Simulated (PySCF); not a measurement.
Compound: C₆H₈ClF.
SMILES with atom numbers: `[F:1][CH2:2][C@H:3]1[CH2:4][CH2:5]/[C:6]1=[CH:7]\[Cl:8]` (hydrogens: H9, H10 on C2; H11 on C3; H12, H13 on C4; H14, H15 on C5; H16 on C7)

Geometry (PBE0-D3(BJ)/def2-SVP, Å), atoms numbered from 1 in this order:
```xyz
16
C6H8ClF angstrom
F     -1.4412    2.2345    0.3123
C     -1.6328    0.8863    0.1218
C     -0.4197    0.1227    0.5868
C     -0.3455   -1.3914    0.2575
C      1.0942   -1.1906   -0.2795
C      0.8611    0.2939   -0.2016
C      1.4344    1.3617   -0.7473
Cl     2.8551    1.2384   -1.7255
H     -2.5316    0.5762    0.6834
H     -1.8090    0.7084   -0.9534
H     -0.2606    0.3181    1.6620
H     -1.0509   -1.6759   -0.5383
H     -0.4724   -2.0828    1.1015
H      1.3280   -1.5936   -1.2768
H      1.8736   -1.5367    0.4195
H      1.0479    2.3749   -0.6232
```

Level: wB97X-D/def2-SVPD in PySCF, non-relativistic, on one gas-phase PBE0-D3(BJ)/def2-SVP geometry that isn't relaxed in the solvent. The solvent is an IEF-PCM continuum (Bondi radii, 1.10 Å for H, scaled by 1.2), and excitations are vertical TDDFT with non-equilibrium linear response and a frozen core. Only the electrostatic response of the medium enters.

Gas-phase singlets (H = HOMO, L = LUMO):

```
state  E (eV)  λ (nm)      f  leading configuration
   S1   6.476     191  0.356                H→L 92%
   S2   6.654     186  0.023              H→L+2 41%
   S3   7.225     172  0.005              H→L+3 38%
   S4   7.360     168  0.001              H-1→L 90%
   S5   7.597     163  0.002              H-2→L 85%
```

**Question.** What are the lowest 5 singlets in benzene (ε = 2.271)?

**Answer.** 
| state | E (eV) | λ (nm) | f | leading configuration | change by rank (eV) |
| --- | --- | --- | --- | --- | --- |
| S1 | 6.378 | 194 | 0.478 | H→L 95% | -0.098 |
| S2 | 6.606 | 188 | 0.018 | H→L+1 64% | -0.048 |
| S3 | 7.201 | 172 | 0.005 | H→L+2 32% | -0.024 |
| S4 | 7.438 | 167 | 0.001 | H-1→L 90% | +0.078 |
| S5 | 7.554 | 164 | 0.002 | H-2→L 90% | -0.043 |

**Question.** What are the lowest 5 singlets in acetone (ε = 20.49)?

**Answer.** 
```tsv
state	E (eV)	λ (nm)	f	leading configuration	change by rank (eV)
S1	6.451	192	0.422	H→L 90%	-0.025
S2	6.576	189	0.047	H→L+1 68%	-0.078
S3	7.191	172	0.005	H→L+2 68%	-0.034
S4	7.453	166	0.003	H-1→L 90%	+0.093
S5	7.565	164	0.000	H-2→L 91%	-0.032
```

**Question.** How do the frontier levels move from gas to acetone?

**Answer.** 
```tsv
orbital	gas (eV)	solvent (eV)	change (eV)	Löwdin shares, gas	Löwdin shares, solvent
LUMO+2	2.50	2.67	+0.17	Cl8 36 %, C2 11 %, C7 8 %, H9 7 %	Cl8 23 %, C2 14 %, C7 12 %, F1 12 %
LUMO+1	2.34	2.35	+0.01	Cl8 20 %, C4 14 %, C5 13 %, H12 10 %	Cl8 62 %, C7 15 %, C5 6 %
LUMO	1.53	1.67	+0.14	C7 26 %, C6 24 %, Cl8 8 %, C3 8 %	C7 27 %, C6 26 %, Cl8 9 %, C3 7 %
HOMO	-8.83	-8.82	+0.01	C7 28 %, Cl8 27 %, C6 26 %, C5 4 %	C7 29 %, C6 25 %, Cl8 25 %, C5 5 %
HOMO-1	-10.66	-10.68	-0.02	Cl8 70 %, C7 12 %, H16 4 %	C3 15 %, C5 15 %, Cl8 11 %, C6 11 %
HOMO-2	-10.93	-10.81	+0.12	C3 18 %, C6 15 %, C5 14 %, C2 11 %	Cl8 55 %, C6 9 %, C7 8 %, C3 7 %
HOMO-3	-11.57	-11.39	+0.18	F1 21 %, C3 16 %, C2 14 %, C4 12 %	F1 17 %, Cl8 16 %, C3 15 %, C2 13 %
```

The HOMO–LUMO gap goes from 10.36 to 10.49 eV. Rows go by rank; for HOMO-2, HOMO-1, LUMO+1 and LUMO+2 the atom shares or the degeneracy differ between the runs, so the row needn't follow one orbital.
